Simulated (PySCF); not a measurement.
# Nd⁺ (neodymium, charge +1) across methods

[Xe] 4f4 6s1, one real determinant. Calculation: PySCF 2.14, in cc-pVDZ-X2C (8s7p5d3f1g, 84 functions); scalar relativity by spin-free X2C-1e.

```tsv
method	E (hartree)	mean ε 5p β (eV)	mean ε 4f α (eV)	mean ε 6s α (eV)	Σ⟨r²⟩ (bohr²)	⟨S²⟩
BHandHLYP	-9622.99	-30.094	-13.223	-9.419	61.18	8.752
M06	-9623.18	-28.524	-10.896	-9.048	60.89	8.752
TPSS	-9622.70	-27.202	-8.729	-8.413	61.29	8.751
PBE0	-9622.71	-28.646	-11.015	-9.025	61.11	8.751
r2SCAN	-9623.08	-27.549	-9.138	-8.640	61.12	8.753
UHF	-9619.44058	-32.343	-17.491	-10.057	62.27	8.753
LDA	-9615.36	-27.248	-8.800	-8.789	60.85	8.751
PBE	-9622.72	-27.018	-8.732	-8.565	61.13	8.751
```

⟨L²⟩ = 34.01 against 42 for a pure I term, so this real determinant mixes terms. Spin-orbit coupling, absent here, splits the open shell strongly.
